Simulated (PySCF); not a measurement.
**How methods differ on the ionisation energy of Tl**

Tl [Xe] 4f14 5d10 6s2 6p1 (2P) → Tl⁺ [Xe] 4f14 5d10 6s2 (1S), as a difference of total energies. Calculation: PySCF 2.14, in aug-cc-pVDZ-PP with ECP60MDF (5s4p3d, 32 functions); scalar relativity through the core potential. Correlated levels: valence: 5s2 5p6 5d10 frozen. The calculations carry no spin-orbit coupling.

Problem. Order these methods by the ionisation energy they give, lowest first.
A. MP2 (valence)
B. CCSDT (valence)
C. UHF
D. SCS-MP2 (valence)

Solution. C (4.999 eV), D (5.105 eV), A (5.127 eV), B (5.187 eV).

Errors of the correlated levels include the incompleteness of this basis and the frozen core.

For comparison: 5.464 eV (measured; NIST levels, between the centres of gravity of the two terms).
